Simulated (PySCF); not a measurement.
Species: BGeH5.
Z-matrix (Å and degrees, PBE0-D3(BJ)/def2-SVP geometry), rows numbered from 1:
```
B 
Ge  1  2.0585
H   1  1.2074  2  122.42
H   1  1.2081  2  119.36  3   179.98
H   2  1.5404  1  114.73  3     0.09
H   2  1.5447  1  109.85  3  -121.54
H   2  1.5447  1  109.88  3   121.72
```

Computed, not measured: core-valence-separated Tamm–Dancoff BHandHLYP/aug-pcX-1 (pcseg-1 on H, def2-SVPD on Ge) in PySCF, non-relativistic, gas phase, PBE0-D3(BJ)/def2-SVP geometry. No shift to experiment was applied.

**Question.** Give energies, oscillator strengths and core holes at the B K edge.

**Answer.** 
```
E (eV)       f  core hole on  main final orbital
184.99  0.0894            B1         LUMO (87 %)
191.60  0.0010            B1       LUMO+1 (65 %)
191.86  0.0205            B1       LUMO+2 (36 %)
192.04  0.0226            B1       LUMO+3 (41 %)
192.35  0.0084            B1       LUMO+3 (42 %)
192.61  0.0096            B1       LUMO+4 (82 %)
192.65  0.0190            B1       LUMO+5 (30 %)
```

The first line with a tenth or more of the strongest one's intensity is at 184.99 eV (f = 0.089), with the hole on B1 (three-coordinate boron). It is also the strongest listed.

Roots within 0.03 eV whose holes lie on the same, on equivalent or on shared atoms are summed into one line, and the highest roots are left out, as the search may have cut off their partners. Final orbitals are the ground state's empty Kohn–Sham orbitals.

**Question.** What are the wavelength and the wavenumber of the 192.04 eV line?

**Answer.** λ = 12398.42 eV Å/192.04 eV = 64.562 Å; 1.5489 × 10⁶ cm⁻¹.

The ionisation thresholds weren't computed; near and above them a finite basis only mimics Rydberg series and continuum. Relativistic effects, spin–orbit coupling among them, are left out although an element past zinc is present.
